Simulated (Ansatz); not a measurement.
Li3Br3. Charge 0, multiplicity 1. Geometry PBE0-D4/def2-SVP, basis def2-TZVP, Ansatz.

```tsv
atom	x (Å)	y (Å)	z (Å)
Li1	0.0472	-1.1863	-1.6046
Li2	-1.0143	1.7178	-0.0585
Li3	0.9672	-0.5317	1.6630
Br4	-1.2402	0.6871	-2.1423
Br5	1.3045	-2.2118	0.0758
Br6	-0.0644	1.5248	2.0666
```

```json
{"run": "A", "HOMO (eV)": "-8.02", "LUMO (eV)": "-0.80"}
{"run": "B", "HOMO (eV)": "-10.38", "LUMO (eV)": "0.56"}
{"run": "C", "HOMO (eV)": "-9.11", "LUMO (eV)": "-0.40"}
{"run": "D", "HOMO (eV)": "-6.76", "LUMO (eV)": "-1.36"}
{"run": "E", "HOMO (eV)": "-6.93", "LUMO (eV)": "-1.51"}
{"run": "F", "HOMO (eV)": "-7.55", "LUMO (eV)": "-0.66"}
```

The structure comes from a short search, and lower isomers may exist.

Question: The runs used BHLYP, LDA (SPW92), PBE, PBE0, r2SCANh, ωB97X-V. Estimate which is which.

Answer: A PBE0 (25 % exact exchange); B ωB97X-V (range-separated); C BHLYP (50 % exact exchange); D PBE (0 % exact exchange); E LDA (SPW92) (0 % exact exchange); F r2SCANh (10 % exact exchange). Exact exchange lowers occupied and raises empty levels; among semilocal functionals meta-GGAs tend to open the gap a little, and such runs are hard to tell apart. The gap grows from 5.39 eV (PBE) to 10.94 eV (ωB97X-V).
